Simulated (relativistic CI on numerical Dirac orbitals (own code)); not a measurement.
Calculated at this level of theory: Dirac-Coulomb-Breit CI, orbitals from a KLI potential per configuration, model QED, unscaled Slater integrals (own radial code, finite nucleus).

The strongest absorption lines from the ground level of an ion, among the configurations computed and to levels below about 18700 eV (vacuum wavelength in Å, gf): 0.6992 (0.24), 0.8847 (0.27), 0.8998 (1.1), 0.9286 (0.31), 0.9598 (0.033), 4.7482 (0.32).

Q: Which ion is it?
A. Tl75+
B. Fr81+
C. Tm63+
D. Tl73+

A: A. Tl75+ has 6 electrons and the ground level 2s2.2p2 3P_0; the strongest line goes to 2s2.2p.3d 3D°_1. The pattern of lines fixes the number of electrons, and along that sequence the line energies rise steadily with the charge (about as its square where n changes within one kind of shell, about linearly where n is kept but much faster in heavy ions where fine structure, which grows about as Z⁴, sets the gap, and irregularly where shells cross), which fixes Z. Configurations outside the model, such as inner-shell arrays, can give stronger lines. At this charge energies of transitions that change n are usually good to better than 1 %, and those within a shell (Δn = 0) to a few per cent.

LS names give the leading component of a level, which can be under half, so a name can repeat, a term be missing and a line seem to break the LS rules.
